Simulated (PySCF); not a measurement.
As²⁸⁺: fine-structure interval

As²⁸⁺ [He] 2s2 2p1 [2p1/2^1, M_J = 1/2] → As²⁸⁺ [He] 2s2 2p1 [2p3/2^1, M_J = 3/2], as a difference of total energies. Calculation: PySCF 2.14, in an uncontracted even-tempered set (17 s from 9.7 bohr⁻², ratio 2.4; 11 p from 13 bohr⁻², ratio 2.4; 5 d from 42 bohr⁻², ratio 2.6; 4 f from 63 bohr⁻², ratio 2.6); the two-component X2C-1e Hamiltonian. Correlated levels: nothing frozen; the 28 highest virtual spinors dropped. "Screened" scales the spin-orbit matrix elements by Boettger's factors to mimic the two-electron term; Breit and QED terms are absent.

| method | fine-structure interval (cm⁻¹) |
| --- | --- |
| GHF (screened spin-orbit) | 349520 |
| GMP2 (screened spin-orbit) | 346770 |
| GHF (bare spin-orbit) | 372440 |
